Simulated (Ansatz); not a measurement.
One change: `[OH][Sb]([F])[F]` becomes `[F][Sb]([F])[Cl]`.

Ansatz, PBE0-D4/def2-TZVP geometries, multiplicity 1. Each molecule was computed in one conformer, which needn't be the lowest.

Elements past krypton have def2 core potentials.

```tsv
property	`[OH][Sb]([F])[F]`
size of the dipole moment (PBE/def2-TZVPP) / D	1.89
zero-point energy (PBE0-D4/def2-TZVP) / kJ/mol	45.0
HOMO energy (PBE/def2-TZVPP) / eV	-7.91
HOMO–LUMO gap (PBE/def2-TZVPP) / eV	5.89
LUMO energy (PBE/def2-TZVPP) / eV	-2.02
HOMO energy (B3LYP/def2-TZVPP) / eV	-9.11
```

Problem. What does the change do to each property? (An estimate is asked.)

Solution. The calculation gave: 
| property | `[F][Sb]([F])[Cl]` | shift |
| --- | --- | --- |
| size of the dipole moment (PBE/def2-TZVPP) / D | 3.19 | 1.30 |
| zero-point energy (PBE0-D4/def2-TZVP) / kJ/mol | 13.3 | -31.7 |
| HOMO energy (PBE/def2-TZVPP) / eV | -7.89 | 0.02 |
| HOMO–LUMO gap (PBE/def2-TZVPP) / eV | 5.37 | -0.52 |
| LUMO energy (PBE/def2-TZVPP) / eV | -2.53 | -0.51 |
| HOMO energy (B3LYP/def2-TZVPP) / eV | -8.97 | 0.14 |

With PBE0 the HOMO rises by 0.11 eV and the LUMO falls by 0.50 eV, so the gap narrows by about 0.61 eV. PBE moves the HOMO by 0.02 eV and ωB97M-V by 0.22 eV. The zero-point energy changes by -31.7 kJ/mol with -3 modes. Dipoles are sizes alone; their direction can turn.

B3LYP here is the variant with VWN-RPA as its local correlation; programs differ in this.

Spin–orbit coupling is left out; it splits and shifts lone-pair levels of the heavy atoms by tenths of an eV.
